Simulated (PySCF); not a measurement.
Input of a run (PBE0-D3(BJ)/def2-SVP geometry optimisation, gas phase, def2 core potentials past Kr (PySCF 2.14.0)), started from a GFN2-xTB structure with every atom displaced at random (by about 0.01 Å):
```
{"job": {"xc": "PBE0", "basis": "def2-SVP", "d3": "d3bj", "grid": 1, "maxiter": 30, "shake": 0.01, "kind": "geom"}, "charge": 0, "multiplicity": 1}
C      2.711420     0.343470     0.019570
S      1.428980    -0.901440     0.355150
Si    -0.301030     0.117180    -0.438190
C     -1.714160    -1.013440    -0.138470
Te    -3.551570    -0.188490    -1.000660
H      2.722670     0.575200    -1.052820
H      2.463810     1.272780     0.564640
H      3.657710    -0.025010     0.344840
H     -0.053520     0.369450    -1.833770
H     -0.425800     1.387790     0.292050
H     -1.919000    -1.212100     0.928880
H     -1.603090    -1.973160    -0.617300
H     -3.410590     1.230900    -0.156720
```

Output (energies in Eh, forces in Eh/bohr):
```
step   0  E = -1036.12362084  max force = 0.029354
step   1  E = -1036.12808146  max force = 0.007032
step   2  E = -1036.12826694  max force = 0.001501
step   3  E = -1036.12829091  max force = 0.000701
step   4  E = -1036.12829512  max force = 0.000714
step   5  E = -1036.12829541  max force = 0.000336
optimisation converged
```

Summarise the run.

The energy falls by 12.3 kJ/mol over 6 energy and gradient evaluations, the largest force component goes from 0.0294 to 3.4e-04 Eh/bohr, and the atoms move by 0.094 Å rms after alignment. The bond that changes most is Si3–H9 (SiH2 silicon to Si–H hydrogen), which lengthens by 0.055 Å. Bonds longer at the end by more than 0.005 Å: 6 of 12; shorter: 4. Among the angles that change most is S2–Si3–H10, from 107.0° to 110.5°. Among the dihedrals that turn most is H10–Si3–C4–H11, from -54° to -65°. The energy never rose by more than 1e-6 Eh on the way. The first step brought 95 % of the lowering.

What are the final bond lengths?

C1–S2 1.823 Å, S2–Si3 2.147 Å, Si3–C4 1.874 Å, C4–Te5 2.169 Å, C1–H6 1.099 Å, C1–H7 1.099 Å, C1–H8 1.098 Å, Si3–H9 1.494 Å, Si3–H10 1.496 Å, C4–H11 1.099 Å, C4–H12 1.101 Å, Te5–H13 1.666 Å. Numbering counts from 1 in the input's order; the species is `CS[SiH2]C[TeH]`.

The run used 130 basis functions and 42 SCF cycles in all. Hardware: an Intel Xeon Platinum 8488C with one thread, no GPU, on a shared host. Cost: 44 s, 0.55 GiB resident at most.

Whether it is a minimum is left open (no frequencies). The numbers are those of one conformer.
